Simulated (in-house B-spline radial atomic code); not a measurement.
# Solving the quasi-particle equation for 3p of the manganese ion Mn⁷⁺

Configuration [Ne] 3s2 3p6, start PBE0; correlation leaves out the 3 deepest shells. Computed with a B-spline radial code for spherical atoms: all electrons, scalar-relativistic (spin-free one-electron X2C), finite nucleus, each spin shell either full or empty, empty states to l = 9 with an (l + 1/2)⁻⁴ tail; G0W0 by contour deformation at full frequency.

At the mean-field level ε = -186.531 eV the matrix elements are Σx = -49.905 eV, v_xc = -40.768 eV and Σc(ε) = -0.588 eV, and the slope of the correlation self-energy is dΣc/dω = -0.0362. The quasi-particle energy solves E = ε + Σx − v_xc + Σc(E).

(1) What does the linearised equation give?

(2) How does that compare with the full solution and with static screening?

Answers

(1) Z = 1/(1 − dΣc/dω) = 1/1.0362 = 0.9651. The first-order shift is Σx − v_xc + Σc(ε) = -49.905 − (-40.768) + (-0.588) = -9.725 eV, so E ≈ ε + Z × shift = -186.531 + 0.9651 × (-9.725) = -195.917 eV.

(2) Solving the equation at full frequency dependence gives E = -195.910 eV, where Σc = -0.242 eV and the weight is 0.963; the linearised value is off by 6 meV. Leaving Z out would give -196.256 eV. Static COHSEX puts -4.139 eV in place of Σc and gives -199.807 eV, 3.90 eV deeper.
